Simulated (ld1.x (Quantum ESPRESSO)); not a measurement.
# Which change was made? (Ga, TM)

- Element: gallium (Ga)
- Generator: ld1.x (Quantum ESPRESSO) 7.5
- Type: norm-conserving Troullier–Martins (Kleinman–Bylander form)
- Functional: Wu–Cohen
- Relativity: scalar-relativistic
- Frozen core: [Ar] 3d10
- Valence charge: 3
- Reference configuration: 4s2 4p1
- Partial waves: 4p (bound): rc 2.05 bohr; 4d channel at 0.15 Ry: rc 2.05 bohr; 4s (bound): rc 1.80 bohr
- Local potential: the s channel
- Core correction: a·sin(br)/r model core inside 1.30 bohr

Cutoffs, loose and tight: the cutoffs (Ry, on a coarse ladder) from which the occupation-weighted sum of valence levels, in a spherical-Bessel basis at the reference potential, stays within 10 and 1 mRy of its value at 400 Ry. They do not see the model core or the augmentation charge, which bear on the density cutoff. Test errors are all-electron minus pseudo excitation energies from the reference, over the configurations 4s2 4p0; 4s1 4p0; 4s2 4p0.5; 4s1 4p1; 4s2 4p1.3; 4s0 4p3; 4s1 4p2; variants that change the core or the reference have their own tests. The largest error is taken over the tests solved by every variant that gives reliable tests at all, those not shown here included: 4s0 4p3; 4s1 4p2; 4s2 4p0; 4s2 4p0.5; 4s2 4p1.3.

The base gives: outcome: generated; cutoff, loose: 15 Ry; cutoff, tight: 35 Ry; bound ghosts: d; largest test error (meV): -77.

(1) After one change the result is: outcome: generated; cutoff, loose: 15 Ry; cutoff, tight: 35 Ry; bound ghosts: s, p; largest test error (meV): -84. Which change was it?
A. core [Ar], valence charge 13; reference 3d10 4s2 4p1; waves now 4s (bound): rc 1.65 bohr; 4p (bound): rc 2.70 bohr; 3d (bound): rc 1.00 bohr; 4f channel at 0.05 Ry: rc 2.60 bohr; local potential all-electron potential smoothed inside 1.30 bohr (lloc = -1); core correction a·sin(br)/r model core, default radius (core density twice the valence density)
B. all radii but the core radius scaled by about 0.77 (s 1.38, p 1.58, d 1.58 bohr)
C. local potential the d channel

Results:

(1) C. The others give: all radii but the core radius scaled by about 0.77 (s 1.38, p 1.58, d 1.58 bohr) → outcome: generated; cutoff, loose: 40 Ry; cutoff, tight: 90 Ry; bound ghosts: p, d; largest test error (meV): -81 | core [Ar], valence charge 13; reference 3d10 4s2 4p1; waves now 4s (bound): rc 1.65 bohr; 4p (bound): rc 2.70 bohr; 3d (bound): rc 1.00 bohr; 4f channel at 0.05 Ry: rc 2.60 bohr; local potential all-electron potential smoothed inside 1.30 bohr (lloc = -1); core correction a·sin(br)/r model core, default radius (core density twice the valence density) → outcome: generated; cutoff, loose: 260 Ry; cutoff, tight: over 300 Ry; bound ghosts: s; largest test error (meV): -186 over the solved tests; 3 of 7 tests not solved or not reliable.
